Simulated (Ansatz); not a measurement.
Relaxation of Cl2F2H3NZr (9 atoms, charge 0, multiplicity 1), to a largest force component of 0.03 eV/Å in at most 50 steps.

The calculation used Ansatz, RKS B3LYP-D4/def2-SVP.

```xyz
9
Properties=species:S:1:pos:R:3
Zr 0.187 0.501 -0.522
N 0.018 0.078 2.845
H -0.819 0.063 3.429
H 0.742 -0.417 3.366
F 1.713 0.116 -1.567
Cl -1.282 1.735 -1.870
Cl -0.829 -1.601 -0.201
F 0.850 1.758 0.818
H 0.332 1.064 2.760
```

Question: Where does it end, and by what steps?

Answer: The run converged. After 16 steps the energy has fallen by 1.008 eV; Cl6 moved furthest, 1.49 Å. Joined: Zr1–N2 (3.40 → 2.45 Å).

```
step  energy less start (eV)  largest force component (eV/Å)  accepted
   0                  0.0000                           0.969       yes
   1                 -0.1491                           0.970       yes
   2                 -0.3579                           1.573       yes
   3                 -0.5927                           1.223       yes
   4                 -0.7047                           1.089       yes
   5                 -0.7204                           0.361       yes
   6                 -0.7399                           0.317       yes
   7                 -0.7469                           0.168       yes
   8                 -0.7670                           0.203       yes
   9                 -0.7783                           0.180       yes
  10                 -0.8054                           0.321       yes
  11                 -0.8328                           0.704       yes
  12                 -0.8782                           0.785       yes
  13                 -0.9689                           0.426       yes
  14                 -1.0041                           0.076       yes
  15                 -1.0079                           0.058       yes
  16                 -1.0083                           0.018       yes
```

```xyz
9
Properties=species:S:1:pos:R:3
Zr 0.480 0.335 -0.049
N -0.267 0.443 2.281
H -1.226 0.109 2.405
H 0.322 -0.124 2.896
F 1.158 0.299 -1.831
Cl -1.453 1.689 -0.385
Cl 0.147 -1.999 0.299
F 1.990 1.147 0.798
H -0.240 1.399 2.645
```

Whether the end is a true minimum wasn't checked by a vibrational analysis.

The run took 93 s on 4 threads of Arm Neoverse N1, with other jobs on the host, peak memory 0.34 GiB.
